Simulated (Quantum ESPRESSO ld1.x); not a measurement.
The numbers below are computed, except where a source is named.
All-electron atom: Ir2+ in [Xe] 4f14 5d6 6s1 (not the ground configuration). Code: ld1.x of Quantum ESPRESSO 7.5. Model: Dirac Kohn-Sham, PBE, spin-unpolarised, spherical densities, point nucleus; open shells fill j = l - 1/2 first.

Spin-orbit splittings of the eigenvalues, e(l+1/2) - e(l-1/2), with zeta = 2 splitting/(2l+1) and mean radii in bohr:

| shell | occ. | splitting (eV) | zeta (eV) | <r> j=l-1/2 | <r> j=l+1/2 |
|---|---|---|---|---|---|
| 2p | 6 | 1628 | 1085 | 0.06017 | 0.06848 |
| 3p | 6 | ? | ? | 0.1801 | 0.1954 |
| 3d | 10 | 77.01 | 30.80 | 0.1705 | 0.1752 |
| 4p | 6 | 84.30 | 56.20 | 0.4267 | 0.4604 |
| 4d | 10 | 15.64 | 6.258 | 0.4719 | 0.4832 |
| 4f | 14 | 3.120 | 0.8915 | 0.5312 | 0.5389 |
| 5p | 6 | 13.69 | 9.127 | 1.061 | 1.158 |
| 5d | 6 | 1.385 | 0.5541 | 1.558 | 1.609 |

Estimate the 3p splitting.

Answer. 356.4 eV (zeta = 237.6 eV).
